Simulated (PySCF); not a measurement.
Titanium: a sound run and one with changed settings

Sound run: Ti²⁺ [Ar] 3d2, Ti³⁺ [Ar] 3d1. Computed with PySCF 2.14 in def2-TZVP (6s4p4d1f, 45 functions), with no relativity, point nucleus. In the sound run the correlated levels freeze [Ar]. The sound run starts from symmetry-adapted Hartree-Fock orbitals and uses a fine grid where one is needed.

Changed run: all electrons correlated in a basis built for the valence shell.

```tsv
species	method	sound run (hartree)	changed run (hartree)	converged
Ti²⁺	MP2	-847.72224	-847.92702	yes
Ti³⁺	MP2	n/a	-846.93441	yes
```

Ionisation energy of Ti²⁺:

```json
{"method": "UHF", "sound run (eV)": "26.731", "changed run (eV)": "26.731"}
{"method": "MP2", "sound run (eV)": "26.824", "changed run (eV)": "27.010"}
{"method": "SCS-MP2", "sound run (eV)": "26.762", "changed run (eV)": "26.940"}
```

A valence basis has no tight correlating functions, so it recovers only part of the core correlation, and not evenly between atom and ion.

For comparison, NIST gives 27.492 eV between the lowest levels.
